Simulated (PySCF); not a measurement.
Atom-mapped SMILES (the numbers label the heavy atoms): `[CH3:1][CH2:2][CH2:3]/[CH:4]=[N:5]/[SiH2:6][OH:7]`. Each H is labelled by its parent atom.

Calculated, not measured (PySCF 2.14.0 with density-fitted response routines): geometry from GFN2-xTB, NMR shieldings at PBE0/pcSseg-1/GIAO. In vacuum, equivalent nuclei averaged, non-relativistic Hamiltonian, a single conformation.

Chemical shifts δ = σref − σ; 13C and 1H and 29Si vs TMS; 15N against NH3; 17O against H2O, all at this level.

```
 atoms  nucleus  count  Hirshfeld charge  δ (ppm)
    N5      15N      1             -0.25    391.0
 H(C3)       1H      2              0.05        ?
    C4      13C      1              0.08    182.5
 H(C2)       1H      2              0.04     1.71
 H(C4)       1H      1              0.04     8.67
    O7      17O      1             -0.32        ?
    C2      13C      1             -0.06     22.4
   Si6     29Si      1              0.41    -35.8
 H(O7)       1H      1              0.18     1.61
    C3      13C      1             -0.07        ?
 H(C1)       1H      3              0.04     0.95
    C1      13C      1             -0.12        ?
H(Si6)       1H      2             -0.09     5.12
```

Fill in the missing shifts.

Results:


- C3: 49.0 ppm, sp3 CH2; a saturated carbon with 2 carbon neighbours and no heteroatom attached
- C1: 15.9 ppm, methyl carbon; aliphatic region, no heteroatom directly attached
- H(C3): 2.35 ppm, hydrogen on an sp3 CH2
- O7: 30.6 ppm, oxygen bonded to Si, H

The OH or NH signal is concentration- and solvent-dependent in practice; the value given is the gas-phase one. Shifts are as computed. Against solution values, carbons near 30 ppm lie about +3 ppm off and those near 130 ppm about +5 ppm. Of 1211 compounds with measured shifts, 218 miss one by over three times the rms of a fit or turn the order of signals round; such compounds aren't used in these exercises. Experimental scales use liquid or dissolved standards, which lie at an offset from isolated NH3 (liquid NH3: subtract about 20 ppm) and H2O (liquid H2O: subtract about 36 ppm). Unscaled 15N shifts of sp2 nitrogen come out 20 to 40 ppm too high even then.
